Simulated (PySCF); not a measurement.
A GIAO shielding run with PySCF 2.14.0 with density-fitted response routines (density fitting, non-relativistic, gas phase) on SMILES C=C[C@@H]([SiH3])N[SiH2]N, C₃H₁₂N₂Si₂:

```
$ OMP_NUM_THREADS=1 python probes_run.py task.json out

{"job": {"kind": "nmr", "xc": "PBE0", "basis": "pcSseg-1"}, "charge": 0, "multiplicity": 1}
C     -2.074871     2.172006    -0.869922
C     -1.205812     1.185028    -1.002519
C     -0.652291     0.371389     0.118682
Si    -1.646663    -1.269696     0.200871
N      0.768242     0.163816    -0.086349
Si     1.778904    -0.863342     0.844620
N      3.348680    -0.496587     0.222936
H     -2.454997     2.718191    -1.716187
H     -2.448356     2.467972     0.097217
H     -0.837983     0.905945    -1.981524
H     -0.834196     0.909288     1.065073
H     -1.376879    -1.949615     1.467769
H     -3.064734    -0.903887     0.138284
H     -1.300394    -2.120402    -0.935903
H      1.214102     1.026005    -0.373121
H      1.890034    -0.585755     2.284002
H      1.292058    -2.234904     0.632620
H      3.468265    -0.528766    -0.777194
H      4.127087    -0.957436     0.663185
```

Hardware: 1 thread of an Arm Neoverse V1, shared host. The job also computes population analyses, field gradients.

Task: How large is the calculation?

Result: 72 electrons, 193 basis functions and 1039 auxiliary functions.

Task: How long does it take, and how much memory does it need?

Result: 36 s of wall time, with 14 SCF cycles and 4 response iterations; peak memory 0.79 GiB. Times on a shared host scatter by some tens of per cent.
